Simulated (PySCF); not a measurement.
These compounds are isomers of formula C5H7NO2Si.

A. `C[C@@H]1[SiH2]Oc2conc21`
B. SMILES C([SiH2]O[C@@H](C=C)C=O)#N
C. SMILES [SiH2]([C@@H](OC)C#N)C=C=O

Spectrum 1. $^{13}$C{$^{1}$H} NMR (computed): δ 167.9 (C), 155.3 (C), 141.9 (CH), 19.8 (CH), 18.2 (CH3).

Spectrum 2. $^{13}$C{$^{1}$H} NMR (computed): δ 182.3 (C), 121.2 (C), 61.9 (CH3), 59.4 (CH), -6.8 (CH).

Spectrum 3. $^{13}$C{$^{1}$H} NMR (computed): δ 204.4 (CH), 135.2 (CH), 126.5 (C), 125.5 (CH2), 83.5 (CH).

[PySCF 2.14.0 with density-fitted response routines: shieldings: GIAO PBE0/pcSseg-1; structure optimised with GFN2-xTB; in vacuum; non-relativistic; rapidly exchanging positions averaged; a single conformation]

References, each an isolated molecule treated in the same way: $^{13}$C vs TMS. Shifts are as computed. Against solution values, carbons near 30 ppm lie about +3 ppm off and those near 130 ppm about +5 ppm. Of 1309 compounds with measured shifts, 239 miss one by over three times the rms of a fit or turn the order of signals round; such compounds aren't used in these exercises.

**Question.** Match each spectrum to its structure.

**Answer.** 1–A, 2–C, 3–B.

- Spectrum 1 (A): 5 $^{13}$C signals; δC 155.3 is an aromatic carbon bearing oxygen; δC 18.2 is a methyl carbon.
- Spectrum 2 (C): 5 $^{13}$C signals; δC 121.2 is a nitrile carbon; δC 61.9 is a methyl carbon bonded to O.
- Spectrum 3 (B): 5 $^{13}$C signals; δC 204.4 is an aldehyde carbonyl carbon; δC 135.2 is an alkene CH.
